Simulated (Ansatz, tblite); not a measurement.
Isomers of Be4O3 (singlet), found by a short tight-binding search and relaxed with PBE0-D4/def2-SVP in Ansatz.

The xTB rows come from tblite. HSE06 is defined as in plane-wave codes, on full-range PBE exchange. Correlated methods freeze 3 core orbitals.

Run but left out: HF/def2-TZVP (A: restricted singlet, unstable towards broken spin symmetry); HF/def2-TZVPP, MP2/def2-TZVPP, CCSD/def2-TZVPP, CCSD(T)/def2-TZVPP (flagged by the program: other roots).

A further structure is left out (at the level of its geometry, restricted singlet whose occupied levels cross empty ones at other levels, untested at these); at PBE0-D4/def2-TZVP its energy lies 2.99 eV above the lowest shown. A further structure is left out (at the level of its geometry, restricted singlet whose occupied levels cross empty ones at other levels, untested at these); at PBE0-D4/def2-TZVP its energy lies 4.85 eV above the lowest shown.

A: The restricted singlet is unstable towards broken spin symmetry in Hartree–Fock (as tested in another run); at PBE-D4/def2-SVP, PBE-D4/def2-TZVP, r2SCAN-D4/def2-TZVP, PBE0-D4/def2-SVP and others this wasn't settled. At MP2/def2-TZVP the restricted singlet (for correlated methods, its reference) is unstable: a solution with broken spin symmetry lies lower. B: The restricted singlet is unstable towards broken spin symmetry in Hartree–Fock (as tested in another run); at PBE-D4/def2-SVP, PBE-D4/def2-TZVP, r2SCAN-D4/def2-TZVP, PBE0-D4/def2-SVP and others this wasn't settled. At MP2/def2-TZVP the restricted singlet (for correlated methods, its reference) is unstable: a solution with broken spin symmetry lies lower. It holds 1 O–O bond.

Other spin states weren't relaxed.

A:

```xyz
7

Be    0.435   -1.340   -0.410
Be    1.044    0.927    0.123
Be   -0.969    0.567   -0.839
Be   -0.528   -0.477    1.283
O    -1.109   -0.825   -0.212
O     0.081    1.587   -0.764
O     1.045   -0.440    0.818
```

B:

Cartesian coordinates in Å:
```
Be -1.414 -0.637 -0.169
Be 1.713 -0.639 0.695
Be 0.034 -1.889 0.666
Be 0.266 0.970 -0.263
O 1.625 0.725 0.198
O -1.307 0.979 0.137
O -0.918 0.492 -1.264
```

C:

```tsv
atom	x (Å)	y (Å)	z (Å)
Be1	1.412	-1.007	0.372
Be2	-1.165	0.927	0.121
Be3	0.339	0.131	1.736
Be4	0.066	-0.377	-1.443
O5	1.217	-1.179	-1.055
O6	-1.050	0.526	-1.265
O7	-0.820	0.980	1.534
```

Q: Estimate their order by electronic energy at PBE0-D4/def2-TZVP, counted from the lowest.

A: C (0.0) < A (248.2) < B (713.2), in kJ/mol.

Q: Do the other levels pick the same lowest one?

A: All that were run do. Energies above each level's lowest (kJ/mol):

```csv
level,A,B,C
GFN1-xTB,181.9,525.8,0.0
GFN2-xTB,173.6,466.5,0.0
PBE-D4/def2-SVP,234.2,687.4,0.0
PBE-D4/def2-TZVP,213.9,688.1,0.0
r2SCAN-D4/def2-TZVP,237.7,719.9,0.0
PBE0-D4/def2-SVP,268.7,709.8,0.0
PBE0-D4/def2-TZVP,248.2,713.2,0.0
HSE06-D4/def2-TZVP,244.4,712.6,0.0
ωB97X-V/def2-TZVP,306.8,721.7,0.0
ωB97M-V/def2-TZVP,260.9,743.7,0.0
MP2/def2-TZVP,229.6,756.3,0.0
```
Point groups (tolerance 0.1 Å): A C2v, B Cs, C C2v. Lower isomers may exist. From def2-SVP to def2-TZVP the PBE0 values move by up to 20.5 kJ/mol, so results in the small set are rough.
